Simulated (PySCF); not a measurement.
SMILES O(c1[se]ccc1)c1sccc1 (C8H6OSSe), GFN2-xTB optimised geometry.

```
17

C      1.36    -3.49     0.01
C      0.01    -3.57     0.00
S     -0.74    -2.01     0.00
C      0.82    -1.24     0.00
O      1.06     0.09     0.00
C      0.12     1.06     0.00
C     -1.24     1.06     0.00
C     -1.80     2.37     0.00
C     -0.92     3.39     0.00
Se     0.85     2.79     0.00
C      1.83    -2.16     0.00
H      2.01    -4.34     0.01
H     -0.62    -4.44     0.01
H     -1.85     0.18     0.00
H     -2.87     2.52     0.00
H     -1.14     4.44     0.00
H      2.87    -1.88     0.00
```

Density from PBE/def2-SVP (PySCF 2.14.0) at that geometry.

Minimum of the electron density along straight lines between bonded atoms, close to the bond critical point (lines longer than 1.1 times the sum of covalent radii, or with two minima, are not listed):

```csv
bond,length / Å,ρ at the minimum / e bohr⁻³,∇²ρ there / e bohr⁻⁵,position (fraction from the first atom)
C1–C2,1.354,0.322,-0.79,0.49
C2–S3,1.724,0.212,-0.42,0.46
S3–C4,1.740,0.207,-0.42,0.52
C4–O5,1.346,0.283,-0.08,0.33
O5–C6,1.352,0.281,-0.14,0.67
C6–C7,1.358,0.317,-0.77,0.53
C7–C8,1.420,0.288,-0.67,0.50
C8–C9,1.353,0.322,-0.79,0.49
C6–Se10,1.878,0.168,-0.17,0.50
C9–Se10,1.865,0.169,-0.19,0.48
C1–C11,1.411,0.293,-0.69,0.50
C4–C11,1.366,0.318,-0.78,0.53
C1–H12,1.075,0.282,-1.07,0.63
C2–H13,1.071,0.283,-1.08,0.64
C7–H14,1.074,0.281,-1.06,0.64
C8–H15,1.077,0.281,-1.06,0.63
C9–H16,1.074,0.281,-1.07,0.64
C11–H17,1.074,0.281,-1.06,0.64
```
